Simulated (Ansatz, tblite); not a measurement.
Spin states of TaSe₂⁺, each relaxed with r2SCAN-D4/def2-TZVP in Ansatz. Electronic energies in the gas phase.

In the def2 sets Ta takes a core potential; there is no spin–orbit coupling. The xTB rows come from tblite. LC-ωPBE has ω = 0.4 bohr⁻¹. Correlated methods freeze 18 core orbitals; core or outer-core shells of Ta, Se are correlated, in sets that lack core-valence functions. The structure comes from a short search, and lower isomers may exist.

Singlet geometry (C2v within 0.1 Å):

```
atom    x (Å)    y (Å)    z (Å)
 Ta1  -0.8512  -0.0293   0.3261
 Se2   1.0239  -0.8016   1.3252
 Se3  -0.1727   0.8309  -1.6513
```

Triplet geometry (C2v within 0.1 Å):

```csv
atom,x (Å),y (Å),z (Å)
Ta1,0.2985,0.8404,-0.5779
Se2,-1.4698,0.4109,0.8155
Se3,1.1713,-1.2513,-0.2376
```

Quintet geometry (Cs within 0.1 Å):

| atom | x (Å) | y (Å) | z (Å) |
| --- | --- | --- | --- |
| Ta1 | 0.7860 | 0.9154 | 0.2475 |
| Se2 | -1.2818 | 0.2412 | 0.9846 |
| Se3 | 0.4959 | -1.1567 | -1.2321 |

Run but left out: PBE-QIDH/def2-TZVP (singlet: restricted singlet, unstable towards broken spin symmetry).

Only these spin states were relaxed.

```tsv
level	triplet − singlet (kcal/mol)	quintet − singlet (kcal/mol)	lowest of these
GFN1-xTB	15.9	64.8	singlet
r2SCAN-D4/def2-TZVP	1.5	46.2	singlet
r2SCANh-D4/def2-TZVP	0.7	43.7	singlet
PBE0-D4/def2-TZVP	2.3	45.5	singlet
CAM-B3LYP-D4/def2-TZVP	2.0	44.8	singlet
```

**Question.** Estimate the rows for GFN2-xTB, PBE-D4/def2-TZVP, B97M-V/def2-TZVP, LC-ωPBE/def2-TZVP, RPA@PBE/def2-TZVP.

**Answer.** 
```tsv
level	triplet − singlet (kcal/mol)	quintet − singlet (kcal/mol)	lowest of these
GFN2-xTB	10.1	46.0	singlet
PBE-D4/def2-TZVP	3.7	51.7	singlet
B97M-V/def2-TZVP	3.5	48.3	singlet
LC-ωPBE/def2-TZVP	0.4	38.5	tie
RPA@PBE/def2-TZVP	4.9	51.5	singlet
```

The xTB methods have no spin-polarisation term.

**Question.** How do the metal–ligand distances follow the spin state?

**Answer.** 
```tsv
state	donor atoms	mean metal–ligand distance (Å)	range (Å)	Mulliken spin on the metal (PBE0)
singlet	2	2.261	2.26–2.26	0
triplet	2	2.292	2.29–2.29	1.05
quintet	2	2.429	2.30–2.56	2.19
```

⟨S²⟩ at PBE0-D4/def2-TZVP: singlet 0.00 (pure 0.00), triplet 2.03 (pure 2.00), quintet 6.03 (pure 6.00).
